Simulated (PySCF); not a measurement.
The numbers are results of PBE-D3(BJ)/def2-TZVP // PBE0-D3(BJ)/def2-TZVP (PySCF), not measurements. Isolated molecules, 0 K electronic values unless said otherwise. One relaxed conformer stands for a flexible species; it need not be the lowest. Excitations are Tamm–Dancoff values on a coarser integration grid. The basis has no diffuse functions, so Rydberg states are missing or too high.

Reference species (SMILES): `C1(CC1)S` (H–S–C–C torsion 37°) (neutral, multiplicity 1).

The S1 excitation (TDA) is 4.95 eV and the HOMO–LUMO gap comes out as 4.78 eV. The S1–T1 gap (TDA) is 0.48 eV. The S1 oscillator strength is 0.001.

Changed species: `C/C=C/S` (C–C–S–H torsion 0°).

Question: Predict the effect on the S1 excitation (TDA), HOMO–LUMO gap, S1–T1 gap (TDA) and S1 oscillator strength.

Answer: the S1 excitation (TDA) falls by 0.12 eV, to 4.83 eV; the HOMO–LUMO gap decreases by 0.33 eV, to 4.45 eV; the S1–T1 gap (TDA) goes up by 0.57 eV, to 1.05 eV; the S1 oscillator strength hardly moves.
